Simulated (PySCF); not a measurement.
Structure problem from calculated spectra and properties.

Formula: C2F6.

* UV, strongest line: among the 8 lowest singlet transitions: S6 at 12.83 eV (97 nm, f = 0.250) [TDDFT wB97X-D/def2-SVPD]
* Polarisability: 31.8 au [wB97X-D/def2-SVPD]
* Dipole: 0.00 D by symmetry (numerical residue 0.01 D) [wB97X-D/def2-SVPD]
* Triplet: lowest triplet excitation (Tamm–Dancoff): 10.91 eV [TDA wB97X-D/def2-SVPD]
* UV, first state: lowest singlet excitation: 11.79 eV (105 nm, f = 0.066 summed over 2 states within 0.01 eV) [TDDFT wB97X-D/def2-SVPD]
* XPS: C1s 299.8 (×2), F1s 695.2 (×6) eV [ΔSCF SCAN, pcX-2 on the ionised atom, pcseg-1 elsewhere, spin-free X2C]
* Rotational structure: rotational constants A, B, C: 2.866, 1.810, 1.810 GHz [GFN2-xTB]

Gas-phase values; electronic properties from PySCF, density fitting. Levels stand in brackets. Isolated species at its GFN2-xTB geometry, gas phase.

**Question.** Propose a structure and show how it fits.

**Answer.** Numbering: `[F:1][C:2]([F:3])([F:4])[C:5]([F:6])([F:7])[F:8]`. Its formula, C2F6, gives 0 degrees of unsaturation, so no ring and no π bond. The core levels belong to: C1s 299.8 eV, CF3 carbon [C2/C5]; F1s 695.2 eV, fluorine of a CF3 group [F1/F3/F4/F6/F7/F8]. The vanishing dipole is forced by symmetry. The optimised geometry has point group D3d and is a prolate symmetric top. Structure: `FC(F)(C(F)(F)F)F`. The assignments are read from this structure; whether some other isomer fits the data as well wasn't checked.

Shape of the structure used: `[F:1][C:2]([F:3])([F:4])[C:5]([F:6])([F:7])[F:8]`: F1–C2–C5–F6 -60°.
